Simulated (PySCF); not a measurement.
H5ClOSi2, SMILES [SiH3]O[SiH2]Cl (PBE/def2-SVP optimised geometry):

```
9

Si     1.665    -0.776     0.000
O     -0.018    -0.776     0.000
Si    -1.350     0.212     0.000
Cl    -0.756     2.207    -0.111
H      2.190    -0.176     1.275
H      2.193     0.001    -1.174
H      2.102    -2.207    -0.102
H     -2.113     0.028     1.275
H     -2.193    -0.089    -1.200
```

Method: PBE/def2-TZVP (PySCF).

**Question.** What are the frontier orbital energies and the dipole moment?

**Answer.** HOMO-2 -7.90 eV, HOMO-1 -7.78 eV, HOMO -7.35 eV, LUMO -1.11 eV, LUMO+1 -0.52 eV; dipole moment 0.82 D.

On the same geometry PBE0/def2-TZVP run with PySCF 2.14.0 gives HOMO-2 -9.34 eV, HOMO-1 -9.21 eV, HOMO -8.74 eV, LUMO -0.23 eV, LUMO+1 0.41 eV; dipole moment 0.87 D.

Meta-Löwdin charges at PBE/def2-TZVP: Si1 0.68, O2 -0.79, Si3 0.86, Cl4 -0.29, H5 -0.09, H6 -0.09, H7 -0.09, H8 -0.09, H9 -0.09.
